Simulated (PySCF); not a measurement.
# Radial density of V⁹⁺ (vanadium, charge +9)

M06, [Ne] 3s2 3p2, high-spin 3P determinant. Calculation: PySCF 2.14, in an uncontracted even-tempered set (19 s from 0.4 bohr⁻², ratio 2.5; 12 p from 0.52 bohr⁻², ratio 2.5; 5 d from 3.3 bohr⁻², ratio 2.7; 4 f from 4.9 bohr⁻², ratio 2.7); the spin-free X2C one-electron Hamiltonian (Gaussian nucleus).

```
r (bohr)  4πr²ρ (e/bohr)  4πr²(ρα − ρβ)
0.000893          0.1093         0.0000
 0.00150          0.2847         0.0000
 0.00253          0.7288         0.0000
 0.00425           1.811         0.0001
 0.00715           4.283         0.0003
  0.0120           9.311         0.0012
  0.0202           17.49         0.0063
  0.0340           25.78         0.0365
  0.0572           26.32         0.1669
  0.0963           20.37         0.5376
   0.162           25.82         0.9068
   0.272           26.12         0.2389
   0.458           8.629         0.6750
   0.771           6.281         2.9194
    1.30           1.526         0.7857
    2.18         0.01031         0.0067
```

Densities and radii are taken from the X2C orbitals without a picture-change correction, which distorts them close to the nucleus.
